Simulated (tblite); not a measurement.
Torsional barriers computed with GFN2-xTB (tblite), climbing-image nudged elastic band, gas phase; electronic energies of the top image counted from the start geometry. The bands met a force threshold of 0.05 eV/Å; their tops weren't refined or checked by frequencies and can lie a kcal/mol or more above the method's true saddle points. Atom numbers follow the mapped SMILES.

Question: Rank the forward barriers of these bands, lowest first.
A. `[CH3:1][O:2][c:3]1[n:4][s:5][c:6]([F:7])[c:8]1[F:9]`: N4–C3–O2–C1 from 0° to 180°
B. `[CH:1]#[C:2][C@@H:3]1[CH2:4][CH2:5][C@:6]1([F:7])[O:8][CH3:9]`: C5–C6–O8–C9 from -175° to -33°
C. `[NH2:1][Si@@H:2]([SiH3:3])[CH2:4][SiH3:5]`: Si3–Si2–C4–Si5 from 69° to 178°
D. `[CH2:1]=[C:2]1[C:3](=[CH2:4])[C@H:5]([F:6])[C@@H:7]1[O:8][CH3:9]`: C2–C7–O8–C9 from 178° to -77°
E. `[CH2:1]=[C:2]1[C:3](=[CH2:4])[C@@H:5]([O:6][CH3:7])[C@@H:8]1[F:9]`: C8–C5–O6–C7 from 79° to 177°

Answer: C (1.1 kcal/mol), E (1.6 kcal/mol), D (2.4 kcal/mol), B (6.9 kcal/mol), A (8.4 kcal/mol).

```
                     SMILES                             ends of the turned bond  barrier (kcal/mol)  end above start (kcal/mol)  dihedral at top (°)  bond at start (Å)  bond at top (Å)  Eyring rate at 298 K (s⁻¹)
    N[Si@@H]([SiH3])C[SiH3]           SiH silicon / sp3 carbon bound to silicon                 1.1                         0.1                  123              1.906            1.914                   1 × 10^12
C=C1C(=C)[C@@H](OC)[C@@H]1F           sp3 carbon bound to oxygen / ether oxygen                 1.6                         1.0                  129              1.396            1.403                   4 × 10^11
 C=C1C(=C)[C@H](F)[C@@H]1OC           sp3 carbon bound to oxygen / ether oxygen                 2.4                         1.4                 -128              1.394            1.401                   1 × 10^11
     C#C[C@@H]1CC[C@]1(F)OC                       sp3 C–F carbon / ether oxygen                 6.9                         5.0                  -85              1.365            1.381                    6 × 10^7
              COc1nsc(F)c1F  aromatic carbon bearing oxygen / aryl ether oxygen                 8.4                         4.3                   91              1.326            1.344                    4 × 10^6
```

Rates take the electronic barrier for the free energy of activation. GFN2-xTB barriers can miss by several kcal/mol, and conformer orders can be wrong, so the ranking may change at better levels.
